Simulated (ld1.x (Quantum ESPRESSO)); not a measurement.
# Reading a pseudo-wave (As)

Columns: radius, all-electron u(r) and pseudo u(r) of the 4p shell (level -5.35 eV) of arsenic in the configuration [Ar] 3d10 4s2 4p3; LDA (PZ), scalar-relativistic, TM scheme, ld1.x (Quantum ESPRESSO) 7.5.

| r (bohr) | all-electron | pseudo |
| --- | --- | --- |
| 0.078 | 0.1574 | 0.0027 |
| 0.155 | 0.1256 | 0.0107 |
| 0.232 | -0.0349 | 0.0236 |
| 0.310 | -0.1847 | 0.0414 |
| 0.388 | -0.2679 | 0.0633 |
| 0.465 | -0.2834 | 0.0884 |
| 0.542 | -0.2489 | 0.1163 |
| 0.620 | -0.1813 | 0.1470 |
| 0.698 | -0.0956 | 0.1798 |
| 0.775 | -0.0038 | 0.2142 |
| 0.852 | 0.0886 | 0.2506 |
| 0.930 | 0.1781 | 0.2899 |
| 1.008 | 0.2609 | 0.3316 |
| 1.085 | 0.3349 | 0.3750 |
| 1.162 | 0.4004 | 0.4200 |
| 1.240 | 0.4581 | 0.4657 |
| 1.318 | 0.5075 | 0.5095 |
| 1.395 | 0.5484 | 0.5487 |
| 1.472 | 0.5821 | 0.5821 |
| 1.550 | 0.6096 | 0.6096 |
| 1.628 | 0.6310 | 0.6310 |
| 1.705 | 0.6468 | 0.6468 |
| 1.782 | 0.6579 | 0.6579 |
| 1.860 | 0.6647 | 0.6647 |
| 1.938 | 0.6678 | 0.6678 |
| 2.015 | 0.6676 | 0.6676 |

Q: How many radial nodes do the two functions have?

A: The all-electron 4p function has n − l − 1 = 2; the pseudo-wave has 0, since the states of the same l below it are removed with the core.

Q: At about which radius was the pseudo-wave matched?

A: 1.55 bohr. The columns agree to 0.0005 from 1.40 bohr on; several derivatives are matched, so the curves merge somewhat inside the radius.

Q: Is the pseudo-wave norm-conserving?

A: Yes: the TM scheme keeps the norm inside the radius equal to the all-electron one, which fixes the energy derivative of the logarithmic derivative at the level.
